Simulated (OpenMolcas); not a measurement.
# Potential curves of Ga₂⁺: spin-free states

Computed with OpenMolcas 26.06: state-averaged CASSCF(5,8) over Ga 4s 4p, Ga 4s 4p, XMS-CASPT2 (IPEA 0.25, imaginary shift 0.2 hartree), scalar X2C, ANO-RCC-VTZP, then RASSI spin–orbit state interaction with atomic mean-field integrals. C2 symmetry about the axis (a holds Σ, Δ, Γ; b holds Π, Φ, H; Σ⁺ and Σ⁻ are not told apart); roots by multiplicity and irrep: 2a 3, 2b 4, 4b 4, 4a 2.

XMS-CASPT2 energies in eV from the lowest point. Curves are followed by energy order within each symmetry, so they are adiabatic and may change character at avoided crossings and where g and u states cross; Σ⁺ and Σ⁻ are counted together.

```tsv
R (Å)	(1)2Σ	(1)2Π	(2)2Σ	(2)2Π	(1)4Π
2.780	0.234	0.651	4.174	2.581	3.793
2.941	0.090	0.652	3.880	2.333	3.958
3.087	0.024	0.681	3.623	2.176	4.110
3.232	0.000	0.724	3.378	2.042	4.260
3.394	0.001	0.780	3.106	1.922	4.421
3.555	0.027	0.846	2.878	1.833	4.547
3.781	0.090	0.932	2.598	1.736	4.711
4.072	0.195	1.017	2.299	1.630	4.865
4.525	0.382	1.131	1.948	1.528	5.055
5.171	0.643	1.231	1.625	1.432	5.234
6.141	0.944	1.292	1.430	1.363	5.356
7.434	1.158	1.315	1.311	1.331	5.405
```

(1) With masses 68.926 and 68.926 u, fit the curves (1)2Σ near their minima.

The 5 lowest clean curves are shown; the next is (1)4Σ, from 4.34 eV. g and u states are not told apart. Only roots inside an energy window near the equilibrium distance were included, so the list of states is not complete; labels number the states computed. Each spin and symmetry block has orbitals of its own, averaged over its own roots, so gaps between blocks are less sure than gaps within one and near the minimum can be off by tenths of an eV, in bad cases by more. No Rydberg orbitals are active, so Rydberg states, and σ→σ* states whose orbital the CASSCF left unused, can be missing between those listed. At stretched bonds a block can hold a wrong CASSCF solution and miss its lowest state; points past a visible jump are left out. Points that failed a check (symmetry, reference weights, a jump) are left out.

Results:

(1) At XMS-CASPT2, Te from the lowest curve (the fit fixes ωe to a per cent or two; the method's Re and ωe can be off by some per cent):

```csv
curve,Te (cm⁻¹),Re (Å),ωe (cm⁻¹)
(1)2Σ,0,3.295,91.6
```
